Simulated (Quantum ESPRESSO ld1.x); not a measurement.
The numbers below are computed, except where a source is named.
Excited configurations of Ar: one electron is placed in a higher orbital outside [Ne] 3s2 3p5. The ground configuration is [Ar]. Code: ld1.x of Quantum ESPRESSO 7.5. Model: scalar-relativistic Kohn-Sham, LDA (Slater exchange, VWN5 correlation), spin-unpolarised, spherical densities, point nucleus. Excitation = E - E(ground); binding = E(ion) - E, where the ion is the core of charge +1; n* = 1/sqrt(2 binding) in atomic units, and the quantum defect is n - n*.

| outer orbital | excitation (eV) | binding (eV) | n* | <r> (bohr) |
|---|---|---|---|---|
| 3d | 14.210 | 1.950 | 2.641 | 7.641 |
| 4s | 11.936 | 4.224 | 1.795 | 5.117 |
| 4f | 15.251 | 0.909 | 3.868 | 17.64 |
| 5s | 14.291 | 1.869 | 2.698 | 11.58 |
| 5p | 14.755 | 1.405 | 3.111 | 14.60 |
| 5f | 15.536 | 0.625 | 4.668 | 29.97 |
| 6s | 15.096 | 1.064 | 3.575 | 20.72 |
| 6p | 15.296 | 0.864 | 3.969 | 24.91 |
| 6d | 15.586 | 0.574 | 4.868 | 36.68 |
| 7s | 15.470 | 0.691 | 4.439 | 32.58 |
| 7d | 15.743 | 0.418 | 5.709 | 52.38 |

The Delta-SCF ionisation energy is 16.160 eV (NIST Atomic Spectra Database: 15.760 eV, measured). Self-interaction in the functional shifts the binding energies and quantum defects, so they are the method's values and not measured ones. Spin polarisation and multiplet splitting are left out, so open shells lie too high by an amount that depends on their filling.

Beside tabulated values, note that spin-unpolarised runs miss the spin-polarisation part of the exchange energy of open shells.
